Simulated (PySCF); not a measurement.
**Au⁺ (gold, charge +1) across methods**

[Xe] 4f14 5d9 6p1, one real determinant (an excited configuration). Calculation: PySCF 2.14, in aug-cc-pVTZ-PP with ECP60MDF; a scalar-relativistic core potential.

| method | E (hartree) | mean ε 5d α (eV) | mean ε 5d β (eV) | mean ε 6p α (eV) | Σ⟨r²⟩ (bohr²) | ⟨S²⟩ |
| --- | --- | --- | --- | --- | --- | --- |
| B97-3 | -135.0556 | -21.532 | -20.745 | -9.388 | 47.43 | 2.001 |
| r2SCAN | -135.0765 | -20.002 | -19.125 | -9.118 | 47.07 | 2.001 |
| BP86 | -135.1541 | -19.752 | -19.012 | -9.092 | 47.27 | 2.001 |
| LDA | -134.7938 | -19.825 | -19.041 | -9.080 | 47.40 | 2.000 |
| TPSSh | -134.9878 | -20.337 | -19.537 | -9.141 | 47.36 | 2.001 |
| UHF | -134.19685 | -26.091 | -24.995 | -10.838 | 48.24 | 2.002 |
| PBE0 | -135.0249 | -21.484 | -20.638 | -9.560 | 47.38 | 2.001 |
| PBE | -135.0573 | -19.650 | -18.872 | -8.957 | 47.42 | 2.001 |

Task: Estimate the same row for PW91.

Result: E (hartree) = -135.1146; mean ε 5d α (eV) = -19.715; mean ε 5d β (eV) = -18.942; mean ε 6p α (eV) = -9.013; Σ⟨r²⟩ (bohr²) = 47.37; ⟨S²⟩ = 2.001.

⟨L²⟩ = 8.03 against 12 for a pure F term, so this real determinant mixes terms. Energies and moments cover only the electrons outside the core potential. Spin-orbit coupling, absent here, splits the open shell strongly.
